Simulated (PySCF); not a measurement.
Structure with atom numbers: `[CH3:1][O:2][GeH2:3][CH3:4]`. Hydrogens are named by the atom that carries them.

Geometry: PBE0-D3(BJ)/def2-SVP; GIAO shifts from PySCF 2.14, gas phase, non-relativistic, averaged over equivalent atoms.

At PBE0/def2-TZVP (189 basis functions, 18 s wall time on 1 thread of an Arm Neoverse V2, shared host):
| atoms | δ (ppm) |
| --- | --- |
| C1 | 56.2 |
| C4 | -4.1 |
| O2 | -0.5 |
| Ge3 | 8.6 |
| H(Ge3) | 5.20 |
| H(C1) | 3.55 |
| H(C4) | 0.31 |

References, each an isolated molecule treated in the same way: ¹³C (186.65 ppm) and ¹H (31.48 ppm) against TMS; ¹⁷O (332.57 ppm) vs H2O; GeMe4 for ⁷³Ge (1373.59 ppm).

Predict the values at PBE/pcSseg-2 on the same geometry.

Results:


| atoms | δ at PBE/pcSseg-2 | change |
| --- | --- | --- |
| C1 | 60.5 | +4.3 |
| C4 | -2.9 | +1.2 |
| O2 | 15.0 | +15.5 |
| Ge3 | 7.0 | -1.6 |
| H(Ge3) | 5.22 | +0.02 |
| H(C1) | 3.78 | +0.23 |
| H(C4) | 0.43 | +0.12 |

Chemical shifts δ = σref − σ; ¹³C (σ = 179.39 ppm) and ¹H (σ = 31.18 ppm) against TMS; ¹⁷O (σ = 327.88 ppm) against H2O; GeMe4 for ⁷³Ge (σ = 1269.89 ppm), all at this level.

The largest change is at O2 (oxygen bonded to C, Ge). Cost: 283 basis functions, 36 s wall time on 1 thread of an x86-64 server CPU, shared host.

Relativistic effects, spin–orbit coupling among them, are left out; they matter for Ge and for the light atoms bonded to it. Experimental scales use liquid or dissolved standards, which lie at an offset from isolated H2O (liquid H2O: subtract about 36 ppm).
